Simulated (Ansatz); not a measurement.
Program: Ansatz. Geometries: PBE0-D4/def2-TZVP. ΔE: electronic, gas phase. CCSD(T)/CBS adds triple-zeta CCSD(T) − MP2 to the extrapolated MP2 energy (def2 sets, frozen cores). This one scheme is used for every species. DFT in def2-TZVPP. Each species was taken in one conformer, which may not be the lowest.

Reaction (silylene formation by 1,1-elimination): `CO[SiH](C)N` → CH₄ + `CO[Si]N`

```
             level  ΔE (kJ/mol)
            r2SCAN        128.6
SCS-MP2/def2-TZVPP        122.7
```

Question: What does CCSD(T)/CBS give? (An estimate is asked.)

Answer: Ansatz gave: +124.3 kJ/mol. The listed levels differ from it by 4.3, -1.6 kJ/mol.

Largest T1 diagnostic among the species: 0.013.

The D4 term adds +14.7 kJ/mol with B3LYP and +8.3 kJ/mol with PBE0; it sums over pairs of atoms, weighted by their polarisabilities, and B3LYP, whose exchange is more repulsive, gets the larger term. From PBE to PBE0 (25 % exact exchange), in def2-TZVPP and without D4, ΔE moves by +18.0 kJ/mol.

B3LYP here is the variant with VWN-RPA as its local correlation; programs differ in this.
